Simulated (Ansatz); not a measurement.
Cost and result for the atomization energy of C3H9BO (`BCCCO`) (14 atoms, 13 bonds).

Cartesian coordinates in Å:
```
B 0.671 -1.150 1.841
C -0.063 -0.684 0.560
C 0.582 0.404 -0.289
C -0.269 0.845 -1.465
O -1.505 1.410 -1.078
H 1.515 -0.469 2.352
H 0.358 -2.175 2.377
H -0.394 -1.534 -0.052
H -1.002 -0.297 1.008
H 1.542 0.046 -0.679
H 0.805 1.273 0.338
H -0.427 -0.001 -2.150
H 0.249 1.625 -2.028
H -2.063 0.708 -0.734
```

Charge 0, multiplicity 1. All single points use the PBE0-D4/def2-TZVP geometry. It is one conformer, not always the lowest. Program: Ansatz. All runs use 4 threads of an Intel Xeon 6975P-C on a shared host. Times are those of one run each, without the atoms' runs, and a repeat can differ threefold. Electronic energies, without spin–orbit coupling; frozen cores. CCSD(T)/CBS adds CCSD(T) − MP2 in def2-TZVPP to the MP2 limit, and its time is that of the two runs behind it. T1 = 0.010. HSE06 is the plane-wave form, built on full-range PBE exchange.

CCSD(T)/CBS is a level of theory with its own doubt, some kJ/mol a heavy atom from the limit and from the frozen cores, so smaller differences don't rank the functionals.

```
                             level  functions  wall time  atomization (kJ/mol)  difference from CCSD(T)/CBS  per bond
            LDA (SPW92)/def2-TZVPP        281      0.8 s                6064.3                        740.0      56.9
              revPBE-D4/def2-TZVPP        281      1.2 s                5304.2                        -20.1      -1.5
                BLYP-D4/def2-TZVPP        281      1.2 s                5311.5                        -12.8      -1.0
               BHLYP-D4/def2-TZVPP        281      1.6 s                5211.3                       -113.0      -8.7
               HSE06-D4/def2-TZVPP        281      1.8 s                5358.8                         34.5       2.7
r2SCAN-D4/def2-TZVPP (with forces)        281      2.3 s                5346.6                         22.3       1.7
                  CCSD(T)/def2-SVP        115      2.5 s                5105.2                       -219.1     -16.9
                 B2PLYP/def2-TZVPP        281      3.2 s                5284.1                        -40.2      -3.1
                ωB97X-V/def2-TZVPP        281      3.8 s                5338.6                         14.3       1.1
                 B97M-V/def2-TZVPP        281        4 s                5337.9                         13.6       1.0
                    MP2/def2-QZVPP        555       17 s                5340.5                         16.2       1.2
                CCSD(T)/def2-TZVPP        281       72 s                5208.1                       -116.2      -8.9
                 CCSD(T)/CBS(def2)          –       89 s                5324.3                          0.0       0.0
```

From BLYP to BHLYP (50 % exact exchange), in def2-TZVPP and without D4, the atomization energy moves by −74.1 kJ/mol: exact exchange takes away binding that semilocal exchange gives to molecules. Leaving LDA and LC-ωPBE aside and taking each functional with its dispersion term where it has one, the values, not all of them listed here, spread over 213.5 kJ/mol, from BHLYP-D4 to PBE-D4. LDA lies +661.9 kJ/mol from PBE without D4, its usual overbinding. The D4 term adds +35.5 kJ/mol with B3LYP and +18.7 kJ/mol with PBE0; it sums over pairs of atoms, weighted by their polarisabilities, and B3LYP, whose exchange is more repulsive, gets the larger term.

B3LYP here is the variant with VWN-RPA as its local correlation; programs differ in this.
